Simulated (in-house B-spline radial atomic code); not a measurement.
**RPA and G0W0 on HSE06: F VI (F5+)**

Configuration [He] 2s2, mean-field start HSE06. Computed with an all-electron radial atomic-structure program (B-spline basis): all electrons, scalar-relativistic (spin-free one-electron X2C), finite nucleus, each spin shell either full or empty, empty states to l = 9 with an (l + 1/2)⁻⁴ tail; G0W0 by contour deformation at full frequency.

Command:
```bash
python run_gw.py task.json out
```
Settings (radii: box in bohr, nucleus in fm):
```
Z                        9
electrons                4
configuration            [He] 2s2
hamiltonian              x2c
method                   hse06
lmax                     9
rms_radius               2.8976
spin_polarised           False
box_radius               10.43
intervals                69
ion_configuration        [He] 2s1
```

Time taken, with all properties: 2.8 s on 1 thread of Arm Neoverse N1, on a shared host.

Energies (hartree):

```csv
term,value
mean-field total,-88.08267
Hartree-Fock functional on these orbitals,-88.02077
direct second order,-0.343
second-order exchange,0.16826
SOSEX correction,0.12918
```

Q: What is the RPA correlation energy, and what remains with SOSEX?

A: RPA gives -0.2637 hartree (-1.79 eV per electron); RPA + SOSEX gives -0.13452, and the second-order doubles -0.17474 hartree (no singles). SOSEX takes back 49 % of the RPA value.

Quasi-particle levels (eV):

| level | occupied | mean field | Σx - vxc | Σc | QP weight | G0W0 |
| --- | --- | --- | --- | --- | --- | --- |
| 2s | yes | -146.55 | -7.75 | ? | ? | ? |
| 2p | no | -125.16 | 11.93 | -1.65 | 0.972 | -114.88 |

G0W0 = mean field + (Σx - vxc) + Σc, with Σc (partial-wave tail included) taken at the quasi-particle energy. Levels of low weight are left out.

Q: Where does G0W0 put 2s?

A: At -157.11 eV, with Σc = -2.81 eV and a quasi-particle weight of 0.955. The tabulated removal energy is 157.163 eV (NIST, measured).

Q: What does it cost to remove one electron (to [He] 2s1) by differences of total energies, each species on its own start (correlation terms add to the Hartree-Fock functional)?

A: HSE06 155.61 eV, Hartree-Fock functional 154.02 eV, + RPA 157.15 eV, + RPA + SOSEX 156.32 eV, + second order 157.36 eV. Tabulated: 157.163 eV (NIST, measured).
